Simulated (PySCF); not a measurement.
Job file and geometry (Å, from GFN2-xTB) of an NMR shielding run on `C#CBN(C)B(N)NC`, C₄H₁₁B₂N₃, PySCF 2.14.0, density-fitted response routines, GIAO PBE0/pcSseg-1 NMR shielding, non-relativistic, gas phase; density fitting, a coarse starting grid and PySCF grid level 2 are the driver's defaults:

```
$ OMP_NUM_THREADS=1 python probes_run.py task.json out

{"job": {"kind": "nmr", "xc": "PBE0", "basis": "pcSseg-1"}, "charge": 0, "multiplicity": 1}
C      4.061683     0.470336    -1.272239
C      2.889872     0.577588    -1.017339
B      1.408513     0.760124    -0.720920
N      0.667625    -0.232621    -0.082898
C      1.324878    -1.447449     0.377276
B     -0.767421    -0.116967     0.225630
N     -1.308043    -0.869064     1.288108
N     -1.578599     0.699565    -0.583072
C     -2.976180     1.027659    -0.455911
H      5.086147     0.375779    -1.494437
H      0.908134     1.776322    -1.035761
H      0.717696    -2.323303     0.139089
H      2.297863    -1.548706    -0.101910
H      1.483813    -1.421499     1.460427
H     -2.274434    -0.831810     1.552538
H     -0.752792    -1.419664     1.914696
H     -1.134624     1.192233    -1.340414
H     -3.117459     2.087573    -0.213517
H     -3.430039     0.436076     0.335903
H     -3.511782     0.818507    -1.387981
```

Task: Write the output of this run.

Result: 
```
coarse grid: 16528 points
cycle   1  E = -372.4618462138  dE =  1.102e+00  |g| = 5.856e-01  |ddm| = 3.859e+00
cycle   2  E = -372.4316430100  dE =  3.020e-02  |g| = 7.005e-01  |ddm| = 1.126e+00
cycle   3  E = -372.5400117456  dE = -1.084e-01  |g| = 1.722e-01  |ddm| = 6.231e-01
cycle   4  E = -372.5465267424  dE = -6.515e-03  |g| = 6.166e-02  |ddm| = 1.457e-01
cycle   5  E = -372.5473923498  dE = -8.656e-04  |g| = 1.853e-02  |ddm| = 5.320e-02
cycle   6  E = -372.5474744677  dE = -8.212e-05  |g| = 4.740e-03  |ddm| = 1.699e-02
cycle   7  E = -372.5474789529  dE = -4.485e-06  |g| = 1.529e-03  |ddm| = 3.880e-03
final grid: 159320 points
cycle   8  E = -372.5916522501  dE = -5.193e-05  |g| = 1.005e-02  |ddm| = 3.485e-02
cycle   9  E = -372.5916440442  dE =  8.206e-06  |g| = 1.198e-02  |ddm| = 1.547e-02
cycle  10  E = -372.5916749414  dE = -3.090e-05  |g| = 1.196e-03  |ddm| = 8.257e-03
cycle  11  E = -372.5916752189  dE = -2.775e-07  |g| = 5.487e-04  |ddm| = 1.133e-03
cycle  12  E = -372.5916752869  dE = -6.797e-08  |g| = 1.895e-04  |ddm| = 4.801e-04
cycle  13  E = -372.5916752960  dE = -9.072e-09  |g| = 3.762e-05  |ddm| = 1.548e-04
cycle  14  E = -372.5916752963  dE = -2.955e-10  |g| = 1.128e-05  |ddm| = 3.489e-05
converged SCF energy = -372.5916752963

GIAO shielding tensors (ppm)
atom      isotropic    diamagn.    paramagn.     s11        s22        s33       span
  0 C       77.652     262.031    -184.378     13.182     18.802    200.973    187.792
  1 C       91.167     257.197    -166.030    -13.856     -6.691    294.048    307.904
  2 B       71.217     197.619    -126.402     36.280     63.183    114.187     77.908
  3 N      112.698     326.018    -213.320    -37.552    128.953    246.693    284.245
  4 C      148.040     245.857     -97.817    131.175    132.370    180.573     49.397
  5 B       78.005     197.046    -119.041     53.495     77.973    102.547     49.051
  6 N      216.704     318.649    -101.945    184.000    225.635    240.478     56.478
  7 N      205.017     324.944    -119.927    169.013    210.135    235.903     66.890
  8 C      155.881     240.221     -84.340    132.013    150.449    185.181     53.168
  9 H       28.844      33.757      -4.914     24.800     25.341     36.391     11.592
 10 H       26.971      32.824      -5.853     23.879     26.381     30.653      6.774
 11 H       28.925      30.466      -1.541     24.614     27.971     34.190      9.576
 12 H       27.376      30.032      -2.655     21.965     28.399     31.764      9.799
 13 H       28.808      30.502      -1.694     24.756     27.075     34.592      9.836
 14 H       29.664      32.432      -2.769     22.286     28.552     38.154     15.868
 15 H       29.553      33.216      -3.663     22.277     28.736     37.645     15.368
 16 H       29.538      36.245      -6.707     19.818     31.307     37.488     17.669
 17 H       28.723      26.803       1.920     23.276     26.638     36.255     12.979
 18 H       29.165      29.030       0.135     24.383     29.371     33.740      9.357
 19 H       28.754      26.489       2.265     23.564     26.618     36.081     12.517
```

Size and cost of the density-fitted run: 208 basis functions, 30 s wall time on 1 thread of an Arm Neoverse V2, shared host; peak memory 0.93 GiB.
